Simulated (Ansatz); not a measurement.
PtS2⁻, relaxed as a quartet with UKS PBE0-D4/def2-TZVPD in Ansatz, starting from the PBE0-D4/def2-TZVPD geometry of the charge -1 doublet. Force threshold 0.02 eV/Å.

In the def2 sets Pt takes a core potential; there is no spin–orbit coupling. At PBE0-D4/def2-TZVPD a doublet of charge -1 lies 0.54 eV below the quartet, each at its own geometry. The structure comes from a short search, and lower isomers may exist.

Start:

Cartesian coordinates in Å:
```
Pt -0.079 -0.206 0.231
S -1.879 0.837 -0.114
S 1.957 -0.631 -0.117
```

| step | energy (eV) | largest force component (eV/Å) | SCF passes |
| --- | --- | --- | --- |
| 1 | -24913.8163 | 1.271 | 23 |
| 2 | -24913.9063 | 0.401 | 33 |
| 3 | -24913.9188 | 0.052 | 29 |
| 4 | -24913.9190 | 0.008 | 31 |
| 5 | -24913.9191 | 0.002 | 33 |

Force components are those of the run's own axes.

End:

```xyz
3

Pt   -0.095   -0.248    0.277
S    -1.905    0.871   -0.137
S     1.999   -0.623   -0.140
```

By distances, no bond broke or formed. The bond that changes most is Pt1–S2, from 2.11 to 2.17 Å (atoms count from 1).

The force fell under the threshold at step 4, but the optimiser went on. No frequencies were taken in this run, so the end may be a saddle point.

It took 11 s on 4 threads of Arm Neoverse V1 on a shared host.
